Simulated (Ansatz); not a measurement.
Reaction (redistribution): `N[SiH2][SiH](N)F` + `[SiH3][O][SnH3]` → `N[SiH](F)[O][SnH3]` + `N[SiH2][SiH3]`

Program: Ansatz. Geometries: PBE0-D4/def2-TZVP. ΔE: electronic, gas phase. CCSD(T)/CBS adds triple-zeta CCSD(T) − MP2 to the extrapolated MP2 energy (def2 sets, frozen cores). This one scheme is used for every species. Functionals use def2-TZVPP. def2 core potentials past Kr. For Sn outer-core shells are correlated without core-valence functions, which leaves a few kJ/mol of doubt a bond. One conformer a species, not always the lowest.

```json
{"species": "`N[SiH2][SiH](N)F`", "B2PLYP energy (Eh)": "-792.40283"}
{"species": "`[SiH3][O][SnH3]`", "B2PLYP energy (Eh)": "-582.31021"}
{"species": "`N[SiH](F)[O][SnH3]`", "B2PLYP energy (Eh)": "-737.01861"}
{"species": "`N[SiH2][SiH3]`", "B2PLYP energy (Eh)": "-637.71128"}
```

Problem. Work out ΔE.

Solution. ΔE = (-737.01861) + (-637.71128) − (-792.40283) − (-582.31021) = -0.01685 Eh = -44.2 kJ/mol. CCSD(T)/CBS gives -47.8 kJ/mol.

Largest T1 diagnostic among the species: 0.013.
